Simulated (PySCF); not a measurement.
Si5H13NO

The system: Si5H13NO, a molecule; neutral, singlet. The structure, one conformer, was relaxed in the gas phase by PBE0-D3(BJ)/def2-SVP. No frequency run checks that it is a minimum.

SMILES: N[SiH2]O[Si]([SiH3])([SiH3])[SiH3]

```xyz
20

Si   -1.321   -2.442    0.860
Si    0.052   -0.681    0.144
Si   -0.906    0.248   -1.796
Si    2.170   -1.504   -0.452
O     0.204    0.431    1.389
Si    0.349    2.088    1.489
N    -0.429    2.894    0.185
H    -0.757   -3.106    2.075
H    -2.699   -1.949    1.173
H    -1.413   -3.451   -0.242
H    -0.010    1.240   -2.469
H    -1.116   -0.886   -2.755
H    -2.237    0.878   -1.533
H     2.025   -2.488   -1.570
H     2.836   -2.183    0.703
H     3.046   -0.382   -0.916
H     1.792    2.452    1.425
H    -0.281    2.474    2.779
H    -1.418    3.107    0.160
H     0.067    3.264   -0.616
```
Atom numbers follow the order of the file, from 1.

Shieldings: GIAO PBE0/pcSseg-1. Shifts are against computed references at the same level: H TMS (σ 31.27 ppm), Si TMS (σ 352.0 ppm). Core levels by delta-SCF with SCAN, pcX-2 on the ionised atom and pcseg-1 elsewhere, spin-free X2C (2p3/2 is the spin-free 2p value less a third of a first-order spin-orbit splitting); from the vacuum level, for chosen atoms.

Problem. Give the NMR and core-level values of the distinct atoms.

Solution. 
| atoms | bonded to | σ (ppm) | δ (ppm) | core level (eV) |
| --- | --- | --- | --- | --- |
| Si1 | 1 Si + 3 H | 453.9 | -101.9 | 2p3/2 106.21 |
| Si2 | 1 O + 3 Si | 364.8 | -12.8 | 2p3/2 106.39 |
| Si3 | 1 Si + 3 H | 450.9 | -98.9 | 2p3/2 106.15 |
| Si4 | 1 Si + 3 H | 457.5 | -105.5 | 2p3/2 106.18 |
| O5 | 2 Si | 292.5 | - | 1s 537.25 |
| Si6 | 1 N + 1 O + 2 H | 387.6 | -35.6 | - |
| N7 | 1 Si + 2 H | 223.5 | - | - |
| H8 H9 H10 | 1 Si | 27.58 | 3.69 | - |
| H11 H12 H13 | 1 Si | 27.60 | 3.67 | - |
| H14 H15 H16 | 1 Si | 27.61 | 3.66 | - |
| H17 | 1 Si | 26.57 | 4.69 | - |
| H18 | 1 Si | 26.51 | 4.76 | - |
| H19 | 1 N | 30.06 | 1.21 | - |
| H20 | 1 N | 30.02 | 1.25 | - |

Values are those of this one static structure, with the three H of a rotating XH3 group averaged; atoms that internal rotation interchanges would show their mean in an NMR spectrum.

Problem. By CAM-B3LYP/def2-SVPD (TDDFT singlets, Tamm-Dancoff triplets, ionisation by delta-SCF), where does absorption start, and what does vertical ionisation take?

Solution. The lowest singlet lies at 5.71 eV (f 0.013), the strongest of the first 6 at 6.73 eV (f 0.196), the lowest triplet at 5.13 eV; vertical ionisation takes 9.14 eV.
